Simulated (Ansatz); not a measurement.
`[SiH3]C1(Br)O[SiH2]1` + H₂ → `BrC1O[SiH2]1` + SiH₄ at 600 K and 1 bar (hydrogenolysis of a C–Si bond).

Program: Ansatz. Geometries: PBE0-D4/def2-TZVP. ΔE: electronic, gas phase. CBS: MP2 limit from def2 TZ/QZ plus the TZ coupled-cluster correction, frozen cores. This one scheme is used for every species. For Br outer-core shells are correlated without core-valence functions, which leaves a few kJ/mol of doubt a bond. Scalar relativity is left out up to krypton.

```json
{"species": "`[SiH3]C1(Br)O[SiH2]1`", "CCSD(T)/CBS energy (Eh)": "-3267.67849", "H − E (kJ/mol)": "202.8", "S (J/(mol·K))": "461.6"}
{"species": "H₂", "CCSD(T)/CBS energy (Eh)": "-1.17544", "H − E (kJ/mol)": "43.9", "S (J/(mol·K))": "150.8"}
{"species": "`BrC1O[SiH2]1`", "CCSD(T)/CBS energy (Eh)": "-2977.39659", "H − E (kJ/mol)": "143.0", "S (J/(mol·K))": "374.5"}
{"species": "SiH₄", "CCSD(T)/CBS energy (Eh)": "-291.46306", "H − E (kJ/mol)": "108.7", "S (J/(mol·K))": "242.3"}
```

H − E and S are ideal-gas, rigid-rotor, harmonic terms from PBE0-D4/def2-TZVP, for one conformer and one mirror image of each species. For small species the MP2-based limit differs from directly extrapolated CCSD(T) by up to some mEh (0.8 for H₂); such offsets cancel only in part. 1 Eh = 2625.50 kJ/mol, R = 8.31446 J/(mol·K).

Q: By hand: ΔE, ΔH, ΔS and ΔG.

A: ΔE = (-2977.39659) + (-291.46306) − (-3267.67849) − (-1.17544) = -0.00572 Eh = -15.0 kJ/mol. Δ(H − E) = 143.0 + 108.7 − 202.8 − 43.9 = 5.0, so ΔH = -10.0 kJ/mol. ΔS = 374.5 + 242.3 − 461.6 − 150.8 = 4.4 J/(mol·K). ΔG = -10.0 − 600 × (4.4)/1000 = -12.6 kJ/mol.

Q: By hand: the equilibrium constant, and the temperature at which ΔG would vanish if ΔH and ΔS stayed fixed.

A: log₁₀ K = −ΔG/(RT ln 10) = 1.1. ΔH and −TΔS have one sign here, so there is no such temperature. One of them is within its doubt of zero, so this could turn.

The number of gas molecules stays the same, so ΔS is small and ΔH decides. A doubt of 5 kJ/mol in ΔE shifts log₁₀ K by 0.4 here. Other conformers and mirror images would add mixing entropy, several J/(mol·K) or more a flexible species. These are equilibria of isolated gas molecules and say nothing of rates. Largest T1 diagnostic: 0.013 (customary marks: 0.02 for closed shells, 0.045 for open ones).
